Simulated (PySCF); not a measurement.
C₆H₉FO₂S.
Bonds: C1–C2 (double), C2–F3, C2–S4, S4–O5 (double), S4–O6 (double), S4–C7, C7–C8, C8–C9, C9–C10, C8–C10. Hydrogens: H11, H12 on C1; H13, H14 on C7; H15 on C8; H16, H17 on C9; H18, H19 on C10.

Method: PBE0-D3(BJ)/def2-SVP geometry optimisation, gas phase in PySCF; density fitting, grid level 1; the optimiser is geomeTRIC in internal coordinates, started from a GFN2-xTB structure.

Step 2: E = -23980.5331 eV
```
atom  x, y, z in Å  |  force x, y, z in eV/Å
C1     -3.4814    0.7907    0.0274    0.074   0.010   0.061
C2     -2.5947   -0.1942    0.0176   -0.080   0.118  -0.084
F3     -2.8060   -1.4057    0.5071    0.042  -0.113   0.000
S4     -0.9952   -0.0177   -0.7887   -0.018   0.012  -0.097
O5     -0.9389   -1.0197   -1.8487    0.014   0.036   0.106
O6     -0.8357    1.4047   -1.0817    0.009  -0.066   0.045
C7      0.1645   -0.5026    0.4969   -0.050   0.015   0.054
C8      1.5406   -0.6201   -0.0867    0.007  -0.018  -0.045
C9      2.7321   -0.2556    0.7526    0.010   0.001   0.010
C10     2.3268    0.6222   -0.3893    0.006   0.026  -0.010
H11    -4.4786    0.6435    0.4467    0.000   0.000  -0.006
H12    -3.1882    1.7547   -0.3900   -0.016  -0.005  -0.011
H13    -0.2066   -1.4571    0.9003   -0.001   0.000   0.000
H14     0.0953    0.2768    1.2711    0.013  -0.005  -0.009
H15     1.6526   -1.4563   -0.7827    0.004  -0.001   0.003
H16     2.5504    0.1008    1.7707   -0.004   0.005  -0.007
H17     3.6304   -0.8696    0.6507   -0.003  -0.002  -0.009
H18     2.9405    0.6242   -1.2930   -0.006  -0.008  -0.004
H19     1.8531    1.5827   -0.1716    0.001  -0.004   0.001
```

Step 3: E = -23980.5355 eV
```
atom  x, y, z in Å  |  force x, y, z in eV/Å
C1     -3.4769    0.7938    0.0298   -0.012  -0.102   0.064
C2     -2.6002   -0.1987   -0.0043    0.119   0.011  -0.017
F3     -2.8028   -1.4282    0.4501   -0.073   0.053  -0.020
S4     -0.9861   -0.0133   -0.7770   -0.082   0.034  -0.016
O5     -0.9143   -1.0112   -1.8373    0.024  -0.033  -0.020
O6     -0.8203    1.4098   -1.0559    0.006   0.033  -0.006
C7      0.1607   -0.5006    0.5170   -0.027  -0.004   0.021
C8      1.5328   -0.6229   -0.0773    0.028  -0.004   0.012
C9      2.7327   -0.2494    0.7465   -0.005   0.011  -0.021
C10     2.3164    0.6163   -0.4014    0.004  -0.010   0.007
H11    -4.4788    0.6386    0.4341   -0.019   0.016   0.007
H12    -3.1783    1.7663   -0.3622    0.011  -0.002  -0.010
H13    -0.2114   -1.4531    0.9230   -0.004  -0.011  -0.001
H14     0.0947    0.2807    1.2882    0.020   0.015   0.005
H15     1.6385   -1.4657   -0.7657    0.005  -0.007  -0.001
H16     2.5611    0.1198    1.7615   -0.005   0.004   0.003
H17     3.6287   -0.8657    0.6419    0.010  -0.004  -0.004
H18     2.9191    0.6059   -1.3120    0.002  -0.003  -0.009
H19     1.8454    1.5792   -0.1901   -0.002   0.004   0.004
```

**Question.** Estimate the geometry and energy of step 4. (The exact step hangs on the optimiser's Hessian estimate; all steps are aligned on step 3, rigid shifts and turns removed.)

**Answer.** E = -23980.5371 eV, largest force 0.122 eV/Å
```
atom  x, y, z in Å  |  force x, y, z in eV/Å
C1     -3.4789    0.7870    0.0435    0.016   0.069  -0.032
C2     -2.5993   -0.2001   -0.0207   -0.014  -0.100   0.068
F3     -2.8160   -1.4381    0.4049    0.017   0.023  -0.030
S4     -0.9806   -0.0055   -0.7788   -0.033   0.006   0.050
O5     -0.8960   -1.0016   -1.8389    0.004  -0.035  -0.062
O6     -0.8116    1.4186   -1.0486   -0.032   0.046  -0.022
C7      0.1578   -0.4940    0.5231    0.008  -0.006  -0.006
C8      1.5308   -0.6253   -0.0708    0.006  -0.003   0.033
C9      2.7327   -0.2448    0.7471   -0.007   0.007  -0.022
C10     2.3174    0.6081   -0.4106   -0.001  -0.016   0.004
H11    -4.4829    0.6271    0.4413    0.012  -0.020   0.012
H12    -3.1813    1.7673   -0.3293    0.005   0.020   0.003
H13    -0.2179   -1.4439    0.9323   -0.008  -0.006  -0.002
H14     0.0951    0.2913    1.2905    0.014   0.012   0.005
H15     1.6343   -1.4760   -0.7498    0.004  -0.005   0.000
H16     2.5628    0.1379    1.7574   -0.001   0.000   0.003
H17     3.6269   -0.8649    0.6488    0.007  -0.001   0.001
H18     2.9181    0.5838   -1.3224    0.002   0.002  -0.004
H19     1.8496    1.5749   -0.2102   -0.001   0.005   0.003
```

The energy changes by -0.0015 eV. The first-order estimate −F·Δx gives -0.0036 eV and the mean of the old and new forces, exact on a quadratic surface, -0.0014 eV. The step makes an angle of 79° with the force vector and moves no atom by more than 0.048 Å.

The cost below is that of the whole optimisation. Time: 2.7 min of wall time; peak memory 0.82 GiB. Hardware: one thread, Arm Neoverse V1 (aarch64), no GPU, shared host with 32 logical CPUs at a one-minute load of 9.7.
